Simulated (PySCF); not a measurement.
Input for PySCF: R-M06-2X/def2-TZVPP on CH5FInN (SMILES [CH3][In]([NH2])[F]), a point of a torsion scan. Elements past Kr take the def2 small-core potentials; no spin–orbit coupling.

```python
from pyscf import gto, dft

mol = gto.M(
    atom='''
    C    -1.75362781   -0.45000118   -0.20518815
    In   -0.04288812    0.85536726    0.36279253
    N     1.22796986    1.27034890    1.94189594
    F     0.71192410    1.79595269   -1.21035368
    H    -1.87337312   -0.33516639   -1.27730522
    H    -1.50072700   -1.47261778    0.05565511
    H    -2.64364103   -0.12701384    0.32512998
    H     1.82478296    2.03902680    1.64340684
    H     0.73394879    1.58781072    2.77093013
    ''',
    basis='def2-tzvpp',
    ecp={'In': 'def2-tzvpp'},
    charge=0, spin=0, verbose=4, max_memory=1800)
mf = dft.RKS(mol, xc='m062x').density_fit(auxbasis='def2-universal-jkfit')
mf.grids.level = 4
mf.conv_tol = 1e-9
mf.max_cycle = 150
mf.kernel()
mf.dip_moment()
```

The head of its log:

```
PySCF version 2.14.0

[INPUT] verbose = 4
[INPUT] num. atoms = 9
[INPUT] num. electrons = 48
[INPUT] charge = 0
[INPUT] spin (= nelec alpha-beta = 2S) = 0
[INPUT] symmetry False subgroup None
[INPUT] Mole.unit = angstrom
[INPUT] Symbol           X                Y                Z      unit          X                Y                Z       unit  Magmom
[INPUT]  1 C     -1.753627810000  -0.450001180000  -0.205188150000 AA   -3.313876285321  -0.850378985931  -0.387749407506 Bohr   0.0
[INPUT]  2 In    -0.042888120000   0.855367260000   0.362792530000 AA   -0.081046800797   1.616409857320   0.685578521738 Bohr   0.0
[INPUT]  3 N      1.227969860000   1.270348900000   1.941895940000 AA    2.320526724621   2.400611503642   3.669651489005 Bohr   0.0
[INPUT]  4 F      0.711924100000   1.795952690000  -1.210353680000 AA    1.345341570477   3.393858716776  -2.287236969059 Bohr   0.0
[INPUT]  5 H     -1.873373120000  -0.335166390000  -1.277305220000 AA   -3.540162125922  -0.633372683259  -2.413757043277 Bohr   0.0
[INPUT]  6 H     -1.500727000000  -1.472617780000   0.055655110000 AA   -2.835963017740  -2.782844290365   0.105172915333 Bohr   0.0
[INPUT]  7 H     -2.643641030000  -0.127013840000   0.325129980000 AA   -4.995757518363  -0.240021371629   0.614406617085 Bohr   0.0
[INPUT]  8 H      1.824782960000   2.039026800000   1.643406840000 AA    3.448340031173   3.853202212648   3.105588838837 Bohr   0.0
[INPUT]  9 H      0.733948790000   1.587810720000   2.770930130000 AA    1.386962202556   3.000527398448   5.236299056005 Bohr   0.0

nuclear repulsion = 190.893814101592
number of shells = 79
number of NR pGTOs = 309
number of NR cGTOs = 213
basis = def2-tzvpp
ecp = {'In': 'def2-tzvpp'}


******** <class 'pyscf.df.df_jk.DFRKS'> ********
method = DFRKS
initial guess = minao
damping factor = 0
level_shift factor = 0
DIIS = <class 'pyscf.scf.diis.CDIIS'>
diis_start_cycle = 1
diis_space = 8
diis_damp = 0
SCF conv_tol = 1e-09
SCF conv_tol_grad = None
SCF max_cycles = 150
direct_scf = False
XC library pyscf.dft.libxc version 7.1.2
    S. Lehtola, C. Steigemann, M. J. T. Oliveira, and M. A. L. Marques,  SoftwareX 7, 1–5 (2018)
XC functionals = m062x
    Y. Zhao and D. G. Truhlar,  Theor. Chem. Acc. 120, 215 (2008)
    Y. Zhao and D. G. Truhlar,  Theor. Chem. Acc. 120, 215 (2008)
radial grids:
    Treutler-Ahlrichs [JCP 102, 346 (1995); DOI:10.1063/1.469408] (M4) radial grids

becke partition: Becke, JCP 88, 2547 (1988); DOI:10.1063/1.454033
pruning grids: <function nwchem_prune>
grids dens level: 4
symmetrized grids: False
atomic radii adjust function: <function treutler_atomic_radii_adjust>
small_rho_cutoff = 0
Set gradient conv threshold to 3.16228e-05
Initial guess from minao.
tot grids = 195992
******** <class 'pyscf.df.df.DF'> ********
auxbasis = def2-universal-jkfit
init E= -352.790295985396
  HOMO = -0.599788670022132  LUMO = -0.44381502895925  gap/eV = 4.24426
cycle= 1 E= -385.098771746915  delta_E= -32.3  |g|= 1.93  |ddm|= 46.5
  HOMO = -0.14118641431948  LUMO = 0.0220932557469212  gap/eV = 4.44307
cycle= 2 E= -385.230433588433  delta_E= -0.132  |g|= 2.01  |ddm|= 6.94
  HOMO = -0.303477393691605  LUMO = -0.0100903212329347  gap/eV = 7.98347
```

Q: Predict the final total energy.

A: -385.8201 hartree.
